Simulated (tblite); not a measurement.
Species: C3H12N2Si3.
Structure used (GFN2-xTB), in Å, numbered top down from 1:
```
atom  x, y, z in Å
N1     3.4120    0.8605   -1.5718
C2     3.1151    1.6556   -0.3850
C3     1.8457    1.3079    0.2421
C4     0.7803    0.9233    0.6563
Si5   -0.8441    0.3806    1.3441
N6    -1.5605   -0.7886    0.2530
Si7   -2.6306   -1.9995    0.9069
Si8   -1.5537   -0.4814   -1.4625
H9     2.6929    1.0013   -2.2745
H10    3.4141   -0.1268   -1.3351
H11    3.1015    2.7114   -0.6773
H12    3.9287    1.5090    0.3342
H13   -0.6247   -0.2925    2.6260
H14   -1.7202    1.5530    1.4840
H15   -2.0295   -2.5015    2.1422
H16   -3.9493   -1.4200    1.1911
H17   -2.7518   -3.0656   -0.0843
H18   -1.7510   -1.7600   -2.1417
H19   -0.2548    0.0911   -1.8109
H20   -2.6253    0.4527   -1.8264
```

All values are computed: GFN2-xTB (tblite) harmonic vibrations without scaling, gas phase. This tight-binding method is rough: wavenumbers can miss measured ones by several per cent, in bad cases by 10 to 20. Modes of hydrogen on silicon can be 10 to 20 % off. One conformer, not necessarily the lowest. The optimisation stopped once no atom felt more than 0.01 eV/Å.

Lowest wavenumbers of the output (negative numbers stand for imaginary wavenumbers):
```
mode    cm-1
  1     -33.1
  2      12.0
  3      19.3
  4      44.1
  5      56.9
  6     126.5
  7     143.6
  8     195.7
  9     203.8
 10     221.0
```

**Question.** Is this structure a minimum?

**Answer.** Not by this Hessian. 1 mode is imaginary beyond 20i (33i cm⁻¹), so at this level the point lies at or near a first-order saddle. The curvature is small, so loose convergence or finite differences may be the whole cause.

**Question.** Which atoms move in the imaginary mode?

**Answer.** 33i: H20 (Si–H hydrogen) 33 %, H19 (Si–H hydrogen) 30 %, H18 (Si–H hydrogen) 22 %. These are shares of the mass-weighted motion.

**Question.** What is the remedy?

**Answer.** Step along that mode in both directions, optimise again with tighter thresholds and repeat the frequencies. The zero-point energy of this point (83.7 kcal/mol) counts the 53 real modes alone, and thermal corrections from it aren't those of a minimum.

Time: 3.5 s of wall time. Hardware: Intel Xeon at 2.50 GHz, one thread, no GPU (shared host). This covers the Hessian and the dipole derivatives.
